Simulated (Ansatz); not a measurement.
Mulliken charges of C3H5B (`CB1C=C1`) from PBE/def2-TZVPP in Ansatz (PBE0-D4/def2-TZVP geometry).

| atom | x (Å) | y (Å) | z (Å) | charge (e) |
| --- | --- | --- | --- | --- |
| C1 | 0.386 | 1.192 | -0.774 | -0.337 |
| B2 | 0.007 | -0.063 | 0.057 | -0.095 |
| C3 | 0.180 | -1.468 | 0.464 | -0.059 |
| C4 | -0.841 | -0.789 | 1.018 | -0.061 |
| H5 | -0.184 | 1.174 | -1.710 | 0.100 |
| H6 | 0.127 | 2.124 | -0.267 | 0.107 |
| H7 | 1.443 | 1.216 | -1.046 | 0.107 |
| H8 | 0.607 | -2.461 | 0.512 | 0.119 |
| H9 | -1.637 | -0.970 | 1.729 | 0.119 |

**Question.** By hand: the dipole of these point charges (1 e Å = 4.8032 D).

**Answer.** Σ q r = (-0.063, -0.194, 0.121) e Å, of length 0.237 e Å = 1.14 D.

**Question.** How does the dipole of the full density compare? (Estimate.)

**Answer.** The calculation gave: (-0.035, -0.084, 0.043) e Å, 0.48 D; the point charges give 2.38 times that, at 7° from its direction.

Point charges leave out the atoms' own dipoles, such as those of lone pairs, and Mulliken's split depends on the basis, so the two needn't agree.
